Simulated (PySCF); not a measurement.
(H2Ga-mu-SH)2.
Z-matrix (Å and degrees, PBE0-D3(BJ)/def2-SVP geometry), rows numbered from 1:
```
Ga
H   1  1.5589
H   1  1.5622  2  130.23
S   1  2.4157  2  105.24  3  -130.34
Ga  4  2.4152  1   84.79  2   -96.72
H   5  1.5621  4  108.12  1  -120.93
H   5  1.5590  4  105.30  1    96.73
S   5  2.4159  4   94.25  1   -10.62
H   4  1.3515  1   96.28  2   167.53
H   8  1.3514  1   96.09  2  -167.88
```

Computed with TDDFT wB97X-D/def2-SVPD, vertical, gas phase, core orbitals frozen in the response in PySCF. Relativistic effects, spin–orbit coupling among them, are left out although an element past zinc is present.

Kohn–Sham orbitals with the atoms that hold most of them (Löwdin shares over 4%, at most four atoms; ? is withheld):

| orbital | ε (eV) | atoms |
| --- | --- | --- |
| HOMO-3 | -10.72 | Ga1 21%, Ga5 20%, H2 16%, H7 15% |
| HOMO-2 | -10.58 | Ga5 18%, Ga1 17%, H7 13%, H6 12% |
| HOMO-1 | -10.01 | ? |
| HOMO | -9.89 | ? |
| LUMO | 0.96 | S8 20%, S4 19%, Ga1 19%, Ga5 19% |
| LUMO+1 | 0.97 | Ga1 21%, Ga5 20%, S4 16%, S8 15% |
| LUMO+2 | 1.07 | Ga5 20%, Ga1 20%, S8 20%, S4 20% |

Task: Which atoms hold the HOMO, and with what shares?

Result: S4 (bonded to 2 Ga and H) 25%; S8 (bonded to 2 Ga and H) 25%; Ga1 (bonded to 2 S and 2 H) 13%; Ga5 (bonded to 2 S and 2 H) 13%. By element: sulfur 50%, gallium 26%.

Task: Which atoms hold the HOMO-1, and with what shares?

Result: S4 (bonded to 2 Ga and H) 42%; S8 (bonded to 2 Ga and H) 42%; Ga5 (bonded to 2 S and 2 H) 5%; Ga1 (bonded to 2 S and 2 H) 5%. By element: sulfur 83%, gallium 10%.

Task: The HOMO–LUMO gap is 10.85 eV. Where does the response calculation put the lowest singlet, and from which orbitals?

Result: S1 is at 6.59 eV (f = 0.0000), 4.26 eV below the gap, made of HOMO→LUMO (92%). Without the coupling terms of the response equations the lowest excitation would equal the gap.

Next come S2 at 6.67 eV (f 0.0070), HOMO-1→LUMO+1 (86%); S3 at 6.72 eV (f 0.0002), HOMO→LUMO+1 (86%); S4 at 6.85 eV (f 0.0000), HOMO-1→LUMO (92%); S5 at 6.87 eV (f 0.0000), HOMO-1→LUMO+2 (81%), HOMO-1→LUMO+9 (10%).

Löwdin shares depend on the basis, the more so with diffuse functions.

Time: 1.9 min (with the writing of density and orbital grids); peak memory 0.91 GiB. Hardware: an Arm Neoverse V1 with one thread, no GPU, shared host with 32 logical CPUs at a one-minute load of 16.

One conformer stands for the species.
